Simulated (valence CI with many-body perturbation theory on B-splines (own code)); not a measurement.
# Ladder of approximations for Br XII

Calculated by valence CI with perturbative core correlation (CI+MBPT): six valence electrons over a frozen Dirac-Fock core [Ar], a basis of 7 s, 7 p, 8 d, 6 f, 4 g, 1 h functions for each j, with the one-electron correlation potential Σ1, the two-electron term Σ2, the three-electron term Σ3, Breit, model QED; selected CI, second order for the rest, scaled by the run's own slope (own B-spline code, finite nucleus).

No measured levels were compared; by estimate terms of the open shell hold to 2 to 4 % of their energy, and close levels can change places. Core correlation moves these levels by up to 5600 cm⁻¹, and in measured spectra 5 to 20 % of such shifts remained as error; rates that hang on mixing are uncertain with them. Among the levels kept, up to 700 cm⁻¹ of a level comes from second order outside the variational space, and about a tenth of that is noise between levels of different J, which matters for small intervals. Only levels of the ground parity were solved; by the run's estimate the other parity begins above the list, which can be wrong where configurations are misplaced.

Each rung adds one term. CI alone is the Dirac-Coulomb CI over the frozen core; QED comes last and gives the full result, which names the levels. Energies are above 3d6 5D_4 on the same rung, in cm⁻¹.

Names give the largest LS component (configuration and term), which can be under half, so a name can repeat, a term be missing and a line seem to break the LS rules; names also repeat where a configuration has a term twice. Letters in brackets count levels of one name in rising energy.

| Level | CI alone | Σ1 | Σ2 | Σ3 | Breit | QED | Full |
| --- | --- | --- | --- | --- | --- | --- | --- |
| 3d6 5D_3 | 4345 | +119 | +274 | +33 | -50 | +17 | 4737 |
| 3d6 5D_2 | 6779 | +166 | +355 | -1.5 | -37 | +24 | 7286 |
| 3d6 5D_1 | 8409 | +205 | +451 | -197 | -20 | +28 | 8876 |
| 3d6 5D_0 | 9163 | +223 | +511 | -223 | -12 | +30 | 9692 |
| 3d6 3P_2 [a] | 49962 | +185 | -1121 | -2761 | +361 | +1.5 | 46628 |
| 3d6 3H_4 | 49715 | +135 | -1055 | -1215 | +278 | -7.4 | 47851 |
| 3d6 3H_6 | 50192 | +248 | -322 | -1410 | -686 | +10 | 48032 |
| 3d6 3H_5 | 51229 | +251 | -550 | -1200 | -327 | +10 | 49414 |
| 3d6 3F_3 [a] | 56771 | +294 | -1101 | -1323 | +15 | +15 | 54671 |
| 3d6 3F_4 [a] | 56538 | +368 | -395 | -1470 | -294 | +27 | 54774 |
| 3d6 3F_2 [a] | 58665 | +336 | -1125 | -1521 | -20 | +20 | 56356 |
| 3d6 3P_1 [a] | 62413 | +504 | -593 | -2776 | -200 | +47 | 59396 |
| 3d6 3P_0 [a] | 64087 | +446 | -696 | -2306 | -184 | +39 | 61386 |
| 3d6 3G_5 | 63722 | +410 | -1042 | -589 | -678 | +29 | 61852 |
| 3d6 3G_4 | 67254 | +463 | -1028 | -606 | -593 | +36 | 65526 |
| 3d6 3G_3 | 68393 | +501 | -1079 | -563 | -417 | +41 | 66876 |
| 3d6 1I_6 | 77754 | +466 | -260 | -1682 | -930 | +29 | 75378 |
| 3d6 3D_2 | 77907 | +381 | -3132 | +471 | +53 | +14 | 75696 |
| 3d6 3D_1 | 78771 | +432 | -2974 | +572 | +64 | +24 | 76890 |

The middle columns are the shifts that each term adds.

Question: How does the ionisation energy move along the ladder, and which term matters most?

Answer: CI alone 328.67, + Σ1 330.61, + Σ2 338.78, + Σ3 338.93, + Breit 338.88, + QED 338.89 eV. The largest step is Σ2, 8.17 eV. NIST lists 338 ± 2.5 eV (theoretical).
